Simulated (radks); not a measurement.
Problem. Successive ionisation energies (eV) of one element, from differences of total energies of ions in their ground configurations, starting at charge 44: 3491.2, 3875.9, 3974.1, 4070.9, 4199.0, 4299.9, 4399.3, 4741.3, 4849.5, 11092.1, 11363.7, 11630.4, 11994.3, 12275.3, 12551.0, 13485.6, 13758.4, 55998, 57161. Method: scalar-relativistic Kohn-Sham, PBEsol, spin-polarised, spherical densities, finite nucleus; open shells are filled with parallel spins first (spin-orbit coupling, left out, can overturn this in heavy ions); Fermi nuclear charge, rms radius 5.1115 fm; computed with a radial shooting solver on a logarithmic mesh with Libxc functionals. Which element is it?

Solution. Europium (Z = 63). The first species listed is Eu44+ in [Ar] 3d1, the last Eu62+ in 1s1.
